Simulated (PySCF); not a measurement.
**NMR data sheet: C$_{5}$H$_{10}$OSi**

* Formula: C5H10OSi
* SMILES: [SiH3]O/C=C\C1CC1
* Point group of the computed structure: C1
* Degrees of unsaturation: 2
* Carbon signals: 4
* Proton signals: 6

Numbering as in the mapped SMILES `[SiH3:1][O:2]/[CH:3]=[CH:4]\[CH:5]1[CH2:6][CH2:7]1`. Hydrogens are named by the atom that carries them. Ha(C6), Ha(C7) are cis to C4 on the ring; Hb(C6), Hb(C7) are trans to C4 on the ring.

Computed data (PySCF 2.14): shielding tensors at PBE0/pcSseg-1 (GIAO), GFN2-xTB structure. Rapidly exchanging positions averaged, no solvent, a single conformation, no relativistic terms.

Shifts are taken against calculated references (same method and geometry level): $^{1}$H (σ = 31.72 ppm) and $^{13}$C (σ = 186.93 ppm) and $^{29}$Si (σ = 349.16 ppm) vs TMS; H2O for $^{17}$O (σ = 336.08 ppm).

| carbon | δC, type | δH (multiplicity) | HMBC from (2–3 bonds) | span of the C tensor (ppm) |
| --- | --- | --- | --- | --- |
| C3 | 144.1, CH | 6.39 (d) | H(Si1), H(C4), H(C5) | 162 |
| C4 | 124.8, CH | 4.14 (m) | H(C3), H(C5), Hb(C6)/Hb(C7), Ha(C6)/Ha(C7) | 180 |
| C5 | 10.6, CH | 2.09 (m) | H(C3), H(C4), Hb(C6)/Hb(C7), Ha(C6)/Ha(C7) | 79 |
| C6/C7 | 8.9, CH2 | Ha(C6) 0.18 (m); Hb(C6) 0.75 (m) | H(C4), H(C5), Hb(C6)/Hb(C7), Ha(C6)/Ha(C7) | 60 |

Other nuclei:
```tsv
atoms	nucleus	environment	δ (ppm)	σ (ppm)
H(Si1)	$^{1}$H	hydrogen on a silicon bonded to O	5.05	26.67
Si1	$^{29}$Si	silicon bonded to O, 3 H	-37.3	386.5
O2	$^{17}$O	oxygen bonded to C, Si	81.0	255.1
```

- Carbon types of the structure: 3 × CH, 2 × CH2, leaving 3 H on heteroatoms.
- δC 144.1: alkene carbon bearing oxygen; an sp2 carbon further deshielded by the attached heteroatom.
- δC 124.8: β carbon of an enol-ether or enamine type C=C.
- δC 10.6, 8.9: three-membered-ring carbon; carbons of three-membered rings are unusually shielded.
- δH 6.39: hydrogen on an alkene carbon bearing oxygen; attached to an sp2 carbon and in the plane of the double bond.
- δH 4.14: hydrogen on a β carbon of an enol-ether or enamine type C=C; lone-pair donation from O or N shields it, upfield of ordinary alkene protons.

Shifts are as computed. Against solution values, carbons near 30 ppm lie about +3 ppm off and those near 130 ppm about +5 ppm. Of 1309 compounds with measured shifts, 239 miss one by over three times the rms of a fit or turn the order of signals round; such compounds aren't used in these exercises. Experimental scales use liquid or dissolved standards, which lie at an offset from isolated H2O (liquid H2O: subtract about 36 ppm). Multiplicities follow the n + 1 count of equivalent neighbours, as no J values were calculated; m marks all less simple cases, F and P coupling included.
